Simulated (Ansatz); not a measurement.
`Cc1ccc(S(=O)(=O)[O-])cc1`, charge -1, multiplicity 1.

(1) Give a relaxed structure at PBE0-D4/def2-TZVPD (Ansatz 0.2.0). (An estimate is asked.)

## Answers

(1) The calculation gave: 
Z-matrix (Å, degrees):
```
C
C 1 1.500
H 1 1.096 2 111.3
H 1 1.093 2 111.4 3 119.6
H 1 1.093 2 111.4 3 -119.7
C 2 1.392 1 121.0 3 -89.0
C 2 1.392 1 121.0 3 90.0
C 6 1.387 2 121.1 1 178.5
H 6 1.087 2 119.3 1 -2.0
C 7 1.387 2 121.1 1 -178.5
H 7 1.087 2 119.3 1 2.0
C 8 1.387 6 120.3 2 -0.1
H 8 1.084 6 121.2 2 178.9
H 10 1.084 7 121.2 2 -178.9
S 12 1.795 8 120.4 6 -178.0
O 15 1.455 12 104.4 8 -151.0
O 15 1.455 12 104.4 8 -30.4
O 15 1.456 12 103.6 8 89.3
```
Point group Cs.
This is one stationary point; other conformers may exist.
